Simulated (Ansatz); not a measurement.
Consider the redistribution: `O[Si](O)(Cl)[GeH2][Cl]` + `CS[SiH](F)Cl` → `C[S][GeH2][Cl]` + `O[Si](O)(Cl)[SiH](F)Cl`.

Program: Ansatz. Geometries: PBE0-D4/def2-TZVP. ΔE: electronic, gas phase. CCSD(T)/CBS adds triple-zeta CCSD(T) − MP2 to the extrapolated MP2 energy (def2 sets, frozen cores). Functionals use def2-TZVPP. For Ge outer-core shells are correlated without core-valence functions, which leaves a few kJ/mol of doubt a bond. Scalar relativity is left out up to krypton. Each species was taken in one conformer, which may not be the lowest.

`O[Si](O)(Cl)[GeH2][Cl]`:

Z-matrix (Å, degrees):
```
Si
O 1 1.630
Cl 1 2.059 2 108.8
O 1 1.623 2 108.8 3 -121.4
Ge 1 2.374 2 111.6 3 118.9
H 2 0.960 1 117.9 3 -53.7
H 4 0.960 1 119.2 2 56.1
Cl 5 2.176 1 101.9 2 -45.8
H 5 1.535 1 115.0 2 68.5
H 5 1.534 1 115.4 2 -160.6
```

`CS[SiH](F)Cl`:

Cartesian coordinates in Å:
```
C 0.874 0.801 -0.976
S 0.376 -0.946 -0.889
Si -0.859 -0.907 0.803
F -2.154 -0.013 0.564
Cl 0.078 -0.073 2.416
H 1.558 0.880 -1.819
H 0.012 1.443 -1.151
H 1.391 1.099 -0.064
H -1.276 -2.285 1.116
```

`C[S][GeH2][Cl]`:

Z-matrix (Å, degrees):
```
C
S 1 1.815
H 1 1.089 2 110.8
H 1 1.090 2 111.3 3 123.0
H 1 1.090 2 106.4 3 -118.4
Ge 2 2.193 1 99.2 3 -61.2
Cl 6 2.164 2 109.8 1 62.6
H 6 1.531 2 108.5 1 -179.6
H 6 1.535 2 111.4 1 -53.1
```

`O[Si](O)(Cl)[SiH](F)Cl`:

Z-matrix (Å, degrees):
```
Si
O 1 1.634
Cl 1 2.060 2 107.9
O 1 1.623 2 109.0 3 -122.1
Si 1 2.340 2 113.6 3 120.1
H 2 0.959 1 118.1 3 -32.2
H 4 0.960 1 119.5 2 52.2
F 5 1.598 1 107.7 2 -52.5
Cl 5 2.041 1 109.7 2 -170.2
H 5 1.480 1 115.4 2 67.5
```

```
         level  ΔE (kcal/mol)
        PBE-D4            8.8
        B2PLYP            9.2
           PBE            8.6
          PBE0            9.0
 HF/def2-TZVPP            8.1
MP2/def2-TZVPP           10.0
 MP2/CBS(def2)           10.4
CCSD/CBS(def2)            9.7
```

Question: What does CCSD(T)/CBS give? (An estimate is asked.)

Answer: Computed: +9.7 kcal/mol. The listed levels differ from it by -0.9, -0.5, -1.1, -0.7, -1.6, 0.3, 0.7, 0.0 kcal/mol.

Largest T1 diagnostic among the species: 0.011.

In def2-TZVPP, CCSD(T) changes the Hartree–Fock value by +1.2 kcal/mol (the triples alone add +0.0 kcal/mol) and MP2 by +1.9 kcal/mol.
